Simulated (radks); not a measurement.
Neutral thallium inside a hard spherical wall (all orbitals vanish at R), configuration held at [Hg] 6p1 and not refilled when levels cross. Calculated with a radial shooting solver on a logarithmic mesh with Libxc functionals: scalar-relativistic Kohn-Sham, LDA (Slater exchange, Perdew-Wang correlation), spin-polarised, spherical densities, point nucleus; open shells are filled with parallel spins first (spin-orbit coupling, left out, can overturn this in heavy ions). Eigenvalues in eV for spin up, with the zero of energy where the potential of the charges vanishes at infinity; a dash marks a level that is unbound or too diffuse for the functional's potential to be trusted. A positive occupied level is held by the wall or, in an anion where self-interaction has pushed it up, behind a barrier. The pressure on the wall is -dE/dV.

R (bohr),E (hartree),kinetic (hartree),e(5p),e(5d),e(6s),e(6p),"e(7s, empty)","e(6d, empty)",pressure (GPa)
free,-20234.9766,22793.456,-76.225,-15.624,-9.982,-2.772,-0.484,-,0
20,-20234.9766,22793.456,-76.225,-15.624,-9.982,-2.772,-0.469,0.612,< 0.0001
15,-20234.9766,22793.456,-76.223,-15.621,-9.980,-2.770,-0.373,0.915,0.000122
12,-20234.9764,22793.458,-76.201,-15.600,-9.961,-2.751,-0.087,1.365,0.00273
6,-20234.9333,22793.688,-74.964,-14.411,-8.950,-1.083,8.179,7.536,2.93
4,-20234.5008,22795.752,-70.281,-10.073,-3.919,7.089,36.432,24.483,97.8
3.5,-20233.9793,22798.080,-66.648,-6.690,0.829,14.112,57.245,36.618,297
2.5,-20229.1371,22817.788,-47.380,13.021,34.524,59.578,170.19,102.04,4410
2,-20217.4981,22861.341,-19.998,44.990,99.160,139.24,339.50,200.23,24400
